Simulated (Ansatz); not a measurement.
Calculated with Ansatz (gas phase, PBE0-D4/def2-TZVP geometries, no zero-point term in ΔE). CBS: MP2 limit from def2 TZ/QZ plus the TZ coupled-cluster correction, frozen cores. Functionals use def2-TZVPP. For Se outer-core shells are correlated without core-valence functions, which leaves a few kJ/mol of doubt a bond. Scalar relativity is left out up to krypton. One conformer a species, not always the lowest.

Consider the ligand exchange at the Se–Si bond: `C[Se][Si](F)(F)F` + `C[SeH]` → `C[Se][Se]C` + `F[SiH](F)F`.

| level | ΔE (kJ/mol) |
| --- | --- |
| BLYP-D4 | 20.5 |
| BHLYP-D4 | 28.9 |
| ωB97X-V | 33.8 |
| r2SCAN | 31.9 |
| PBE0 | 30.8 |
| SCS-MP2/def2-TZVPP | 26.1 |
| HF/CBS(def2) | 28.7 |
| CCSD/CBS(def2) | 31.1 |

**Question.** What does CCSD(T)/CBS give? (Best estimate.)

**Answer.** Computed: +29.6 kJ/mol. The listed levels differ from it by -9.1, -0.7, 4.2, 2.3, 1.2, -3.5, -0.9, 1.5 kJ/mol.

Largest T1 diagnostic among the species: 0.012.

Leaving LDA and LC-ωPBE aside and taking each functional with its dispersion term where it has one, the values, not all of them listed here, spread over 14.8 kJ/mol, from BLYP-D4 to B97M-V. LDA lies +6.1 kJ/mol from PBE without D4. From PBE to PBE0 (25 % exact exchange), in def2-TZVPP and without D4, ΔE moves by +4.8 kJ/mol. At CCSD(T), def2-SVP lies +7.4 kJ/mol from the extrapolated value and def2-TZVPP +1.0 kJ/mol.

CCSD(T)/CBS has its own doubt, a few kJ/mol and more with outer-core shells, so smaller differences from it don't rank the levels.
